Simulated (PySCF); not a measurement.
## Electron correlation in W(2+) (tungsten, charge +2)

[Xe] 4f14 5d3 6s1, 6s spin antiparallel (an excited configuration). All numbers are calculated (PySCF 2.14, scalar relativity through the core potential, in aug-cc-pVTZ-PP with one added diffuse shell each of s, p, d, f, g type with ECP60MDF (7s7p6d4f3g, 113 functions)). Frozen: 5s2 5p6; 4 electrons correlated.

MP2 pair energies summed by pair of shells (mhartree):

| pair | energy | share (%) |
| --- | --- | --- |
| 5d-6s | -27.83 | 66.7 |
| 5d-5d | -13.88 | 33.3 |

Total MP2 correlation energy: -41.71 mhartree.

Same-spin part -13.88 and opposite-spin part -27.83 mhartree; SCS-MP2 scales them by 1/3 and 6/5 to -38.02 mhartree.
